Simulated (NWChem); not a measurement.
Molecule: SiH$_{2}$O$_{2}$Cl$_{2}$; SMILES O[Si](O)(Cl)Cl

```xyz
7

O     -0.1008     1.3737    -1.2301
Si     0.0000     0.0000    -0.3394
O      0.1008    -1.3737    -1.2301
Cl    -1.6837    -0.0177     0.8174
Cl     1.6837     0.0177     0.8174
H      0.7013     1.6608    -1.6787
H     -0.7013    -1.6608    -1.6787
```
Atoms are numbered in this order, from 1.

Computed with NWChem. Geometry: optimised at PBE0/def2-SVP. B3LYP is NWChem's, with the RPA form of VWN correlation. Ions are spin-unrestricted doublets at the neutral geometry; other ion states weren't tried.

### Question
Among these, which level gives the lowest value of “ΔSCF minus −ε(HOMO) (eV)”?
A) PBE/def2-SVPD
B) B3LYP/def2-SVPD
C) PBE0/def2-SVPD

### Answer
C, PBE0/def2-SVPD. Values: PBE0/def2-SVPD 2.07; B3LYP/def2-SVPD 2.25; PBE/def2-SVPD 2.94
